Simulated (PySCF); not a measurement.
**From computed data to an observable: entropy of an ideal gas**

ClSi, SMILES [Si]Cl (connectivity only; charge and spin as stated), charge +1, multiplicity 1.

Coordinates come from a PBE0-D3(BJ)/def2-TZVPD optimisation.

PBE0-D3(BJ)/def2-TZVPD run with PySCF 2.14.0 gives the harmonic wavenumbers 670 cm⁻¹ and the rotational temperature 0.4049 K. The molar mass is 63.54 g/mol, the symmetry number 1, the spin multiplicity 1.

Work out the entropy at 298.15 K and 1 atm in the rigid-rotor, harmonic-oscillator model.


Translation (Sackur–Tetrode at 1 atm): S = R[1.5 ln M + 2.5 ln T − 1.16487] = 160.5 J/(mol K).
Rotation: q = T/(σ θ) = 736, S = R[ln q + 1] = 63.2 J/(mol K).
Vibration: with u = 1.4388 ν/T, each mode gives R[u/(e^u − 1) − ln(1 − e^−u)]:
```csv
ν (cm⁻¹),modes,u,S (J/(mol K))
670,1,3.23,1.44
```
These are all the modes. Sum 1.4 J/(mol K).
Spin: R ln 1 = 0.0 J/(mol K).
Total 225.2 J/(mol K); the program's own thermochemistry gives 225.2. Translation makes up 71 % and vibration 1 %. Anharmonicity, hindered rotation and orbital degeneracy are left out.
